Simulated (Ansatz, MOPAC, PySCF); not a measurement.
Molecule: H6BN2O, charge 1, multiplicity 1. SMILES: [OH2+]B(N)N
Structure (B3LYP-D3(BJ)/def2-TZVP (Ansatz, a program for electronic structure) minimum search):
```xyz
10

N      0.2239     1.4239    -0.2071
B      0.1394     0.0703     0.0586
N      0.9588    -0.8228     0.7223
O     -1.1231    -0.5858    -0.5019
H     -0.5556     2.0314    -0.4017
H      1.0870     1.9293    -0.0792
H      0.9730    -1.8186     0.5697
H      1.7191    -0.5063     1.3037
H     -1.6281    -0.2072    -1.2392
H     -1.5864    -1.3014    -0.0372
```
Charge +1, spin multiplicity 1.

Unscaled harmonic wavenumbers (cm⁻¹) in rising order, each level at the stationary point that it reaches from this structure (no distance between atoms moves by over 0.3 Å); the order of modes can differ between levels, and a negative number is imaginary. B3LYP-D3(BJ)/def2-TZVP (PySCF, at the structure above): 133, 304, 350, 380, 406, 452, 521, 541, 576, 672, 857, 912, 935, 1207, 1547, 1633, 1649, 1688, 3579, 3586, 3662, 3663, 3691, 3782.

PM6 (MOPAC): 94, 218, 297, 331, 358, 380, 437, 470, 556, 667, 872, 913, 937, 1128, 1488, 1532, 1561, 1639, 2388, 2477, 2762, 2772, 2787, 2805. Zero-point energy 42.7 against 52.5 kcal/mol; where all levels lie over 400 cm⁻¹, the wavenumbers are on average 0.878 times those of B3LYP-D3(BJ)/def2-TZVP.

HF/3-21G (Ansatz): 285, 362, 374, 394, 449, 522, 627, 729, 793, 826, 952, 1013, 1023, 1322, 1687, 1798, 1832, 1841, 3726, 3733, 3785, 3812, 3813, 3882. Zero-point energy 56.6 against 52.5 kcal/mol; where all levels lie over 400 cm⁻¹, the wavenumbers are on average 1.121 times those of B3LYP-D3(BJ)/def2-TZVP.

B3LYP/6-31G* (Ansatz): 282, 301, 355, 374, 420, 450, 514, 530, 564, 656, 866, 910, 934, 1204, 1558, 1658, 1673, 1718, 3586, 3593, 3647, 3669, 3671, 3739. Zero-point energy 52.7 against 52.5 kcal/mol; where all levels lie over 400 cm⁻¹, the wavenumbers are on average 0.998 times those of B3LYP-D3(BJ)/def2-TZVP.
